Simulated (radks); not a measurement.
The numbers below are computed, except where a source is named.
Question: Valence configurations of neutral gadolinium (all share [Xe]). Level of theory: scalar-relativistic Kohn-Sham, PBE, spin-polarised, spherical densities, finite nucleus; open shells are filled with parallel spins first (spin-orbit coupling, left out, can overturn this in heavy ions); Fermi nuclear charge, rms radius 5.1569 fm (a radial shooting solver on a logarithmic mesh with Libxc functionals). Order these by energy: 4f8 6s1 6p1; 4f8 6s2; 4f7 5d1 6s2; 4f7 5d1 6p2; 4f7.5 5d0.5 6s2; 4f7 6s2 6p1; 4f6 5d1 6s2 6p1.

Answer: From the lowest, in eV above it: 4f7.5 5d0.5 6s2 0.000; 4f8 6s2 0.295; 4f7 5d1 6s2 0.583; 4f8 6s1 6p1 2.217; 4f7 6s2 6p1 2.616; 4f7 5d1 6p2 5.609; 4f6 5d1 6s2 6p1 14.015. NIST lists [Xe] 4f7 5d1 6s2 as the ground configuration; this level of theory puts 4f7.5 5d0.5 6s2 lower, by 0.583 eV. The energies are those of spherical high-spin densities, not of single terms. No valid solution was reached for [Xe] 4f8 5d1 6s1; [Xe] 4f9 5d1; [Xe] 4f8 5d2.
